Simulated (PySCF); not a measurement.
## Calculated data, AlCl2H

Computed with PySCF 2.14.0. Calculation on a computer-drawn molecule: vertical ionisation energy to the stated ion spin, frozen-core CCSD(T) at the basis limit and cheaper methods, single-reference cases, UHF for radicals, no spin-orbit; all values are single points at the evaluated structure, the first of each entry, which is the reference or a displaced copy of it and isn't optimised; the reference structure only sets the zero of the energies above reference; triples share is (T) over the correlation energy.

```json
{"formula": "AlCl2H", "evaluated_structure": {"atoms_angstrom": [["Cl", -0.264, -0.8853, 1.7735], ["Al", -1.8288, -0.3803, 0.0051], ["Cl", -3.4711, 0.5776, 0.4689], ["H", -1.4375, -0.6711, -1.4344]]}, "reference_structure": {"atoms_angstrom": [["Cl", -0.4042, -0.7903, 1.6049], ["Al", -1.7191, -0.3498, 0.0329], ["Cl", -3.5124, 0.639, 0.4804], ["H", -1.3723, -0.7468, -1.4289]]}, "given": {"charge": 0, "multiplicity": 1, "ion_multiplicity": 2, "diffuse_functions": "no", "basis": "cc-pV(n+d)Z", "reference_is": "the Hartree-Fock double-zeta minimum", "best_is": "HF at quadruple zeta + MP2 correlation extrapolated from triple and quadruple zeta + CCSD(T) minus MP2 at triple zeta", "basis_step_is": "the size of the change from the same recipe one zeta lower", "drawn_bonds_atom": [1, 2, 2], "drawn_bonds_other_atom": [2, 3, 4], "drawn_bonds_order": [1, 1, 1]}, "results": {}}
```

**Q.** Estimate the dipole magnitude HF at triple zeta of AlCl2H.
**A.** 2.845 debye

**Q.** AlCl2H: D1 diagnostic at triple zeta?
**A.** 0.02331

**Q.** What total energy CCSD(T) triple zeta does the calculation give for AlCl2H?
**A.** -1162.1824 hartree

Further results for AlCl2H:

* ionisation energy best: 11.29 eV
* ionisation energy basis step: 0.09149 eV
* energy above reference best: 17.52 kcal/mol
* energy above reference basis step: 0.2788 kcal/mol
* ionisation energy Koopmans at triple zeta: 11.87 eV
* ionisation energy EOM CCSD at triple zeta: 11.21 eV
* total energy HF triple zeta: -1161.6736 hartree
* total energy best: -1162.2706 hartree
* T1 diagnostic at triple zeta: 0.009042
* ion T1 diagnostic at triple zeta: 0.01285
* ion D1 diagnostic at triple zeta: 0.05117
* ion spin squared at triple zeta: 0.7607
* triples share at triple zeta: 0.03894
* basis functions triple zeta: 131
* dipole magnitude CCSD unrelaxed at triple zeta: 2.598 debye
* dipole magnitude PBE at triple zeta: 2.461 debye
* dipole magnitude r2SCAN at triple zeta: 2.557 debye
* dipole magnitude B3LYP at triple zeta: 2.574 debye
* dipole magnitude wB97X at triple zeta: 2.72 debye

Triple zeta:
```csv
method,ionisation energy (eV),energy above reference (kcal/mol)
HF,10.02,17.79
PBE,10.81,16.22
r2SCAN,11.02,17.11
B3LYP,11.09,16.41
wB97X,11.18,17.38
MP2,11.2,17.69
CCSD,11,17.64
CCSD(T),11.07,17.51
```
